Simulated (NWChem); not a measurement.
System: VNHCl2F; SMILES [NH]=[V]([F])([Cl])[Cl]

```xyz
6

V      0.3120    -0.0447     0.0000
N      0.9578    -1.5157     0.0000
H      1.3734    -2.4572     0.0000
F      1.5940     1.1082     0.0000
Cl    -0.8927     0.1252    -1.7869
Cl    -0.8927     0.1252     1.7869
```
Atoms are numbered in this order, from 1.

Level: PBE-D3(BJ)/def2-SVP (NWChem), optimised geometry, unscaled harmonic frequencies. 

```
frequency (cm⁻¹)  IR intensity (km/mol)
----------------  ---------------------
124                                 0.1
170                                 0.8
186                                 3.4
219                                16.7
263                                23.8
411                                16.3
451                               123.6
467                                 1.1
524                               229.5
766                               121.3
1073                               75.2
3508                              230.0
```

| Quantity | Result |
|---|---|
| zero-point energy | 11.7 kcal/mol |
| thermal correction to the enthalpy at 298.15 K (with zero-point energy) | 16.6 kcal/mol |
| heat capacity Cv | 21.5 cal/(mol K) |
| entropy at 298.15 K and 1 atm (symmetry number 1) | 83.9 cal/(mol K) |
| dipole moment | 2.21 D |

Rigid rotor and harmonic oscillator.
